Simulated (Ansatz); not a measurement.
AlH$_{9}$Si$_{3}$ (`[AlH2][SiH]([SiH3])[SiH3]`). Total charge 0; spin multiplicity 1.

Z-matrix (Å, degrees):
```
Si
Si 1 2.340
Si 1 2.340 2 105.9
Al 1 2.439 2 110.1 3 119.0
H 1 1.494 2 108.6 3 -116.5
H 2 1.489 1 111.2 3 -179.8
H 2 1.488 1 111.3 3 59.3
H 2 1.488 1 109.0 3 -60.5
H 3 1.488 1 109.1 2 61.1
H 3 1.488 1 111.3 2 -58.7
H 3 1.489 1 111.2 2 -179.7
H 4 1.588 1 121.8 2 122.2
H 4 1.588 1 118.4 2 -57.8
```

Question: Give the diagnostics of a CCSD(T)/def2-TZVPP run (frozen core, the Gaussian-basis code of Ansatz). (An estimate is asked.)

Answer: Computed: T1 = 0.0139, largest single amplitude 0.019, largest double 0.024, (T) share of the correlation energy 3.4 %, 9 CCSD cycles. The RHF solution is stable towards an unrestricted one. T1 lies under the customary mark of 0.02 for closed shells.
